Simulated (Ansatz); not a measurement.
`OC1BS[SiH2]1` → B• + C• + 5 H• + O• + S• + Si•  (atomization)

Gas-phase electronic energies from Ansatz, PBE0-D4/def2-TZVP geometries. CCSD(T)/CBS adds triple-zeta CCSD(T) − MP2 to the extrapolated MP2 energy (def2 sets, frozen cores). This one scheme is used for every species, atoms too. For atomizations the MP2-based limit and the directly extrapolated one differ by several kJ/mol either way, and by 10 to 25 for some Ge, Se and Sn compounds, so smaller differences from it don't rank the levels. Functionals use def2-TZVPP. Open shells (•) are unrestricted, without spin–orbit coupling. Spin–orbit coupling would lower the free atoms: a little for B, C, O, S, Si. One conformer a species, not always the lowest.

```
             level  ΔE (kcal/mol)  difference from CCSD(T)/CBS
         revPBE-D4          864.2                         -0.4
        r2SCANh-D4          867.3                          2.7
        r2SCAN0-D4          859.1                         -5.5
      CAM-B3LYP-D4          865.9                          1.3
           r2SCAN0          857.4                         -7.2
     CCSD/def2-SVP          799.2                        -65.4
   CCSD/def2-TZVPP          824.3                        -40.3
CCSD(T)/def2-TZVPP          839.5                        -25.1
SCS-MP2/def2-QZVPP          867.3                          2.7
    CCSD/CBS(def2)          849.4                        -15.2
       CCSD(T)/CBS          864.6                            0
```

Largest T1 diagnostic among the species: 0.014.

From BLYP to BHLYP (50 % exact exchange), in def2-TZVPP and without D4, ΔE moves by −16.5 kcal/mol: exact exchange takes away binding that semilocal exchange gives to molecules. The D4 term adds +9.8 kcal/mol with B3LYP and +5.1 kcal/mol with PBE0; it sums over pairs of atoms, weighted by their polarisabilities, and B3LYP, whose exchange is more repulsive, gets the larger term.

B3LYP here is the variant with VWN-RPA as its local correlation; programs differ in this.
